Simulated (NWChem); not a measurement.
System: C4H7Cl; SMILES ClCC1CC1

```xyz
12

Cl    -0.3471     1.6197     0.0000
C      1.0563     0.5068     0.0000
C      0.6759    -0.9506     0.0000
C     -0.5073    -1.4786     0.7511
C     -0.5073    -1.4786    -0.7511
H      1.6485     0.7573     0.8919
H      1.6485     0.7573    -0.8919
H      1.5696    -1.5864     0.0000
H     -0.4002    -2.4301     1.2783
H     -1.1516    -0.7478     1.2476
H     -1.1516    -0.7478    -1.2476
H     -0.4002    -2.4301    -1.2783
```
Atoms are numbered in this order, from 1.

All runs: NWChem. The geometry was optimised at PBE0/def2-SVP. Not confirmed as a minimum by frequencies. GIAO values for the isolated, static molecule; σ is the absolute isotropic shielding, δ = σ(reference) − σ with the isolated reference molecule computed at the same levels (13C: tetramethylsilane, 1H: tetramethylsilane).

**Question.** Predict the results for LDA (Slater exchange, VWN5)/pcSseg-1. Quantities: σ Cl1 (ppm); δ C2 (ppm); δ C3 (ppm); δ C4 (ppm); δ H6 (ppm); δ H8 (ppm); δ H9 (ppm).

**Answer.** 
```yaml
"σ Cl1 (ppm)": 909.0
"δ C2 (ppm)": 53.5
"δ C3 (ppm)": 13.8
"δ C4 (ppm)": 1.4
"δ H6 (ppm)": 3.97
"δ H8 (ppm)": 0.86
"δ H9 (ppm)": 0.35
```
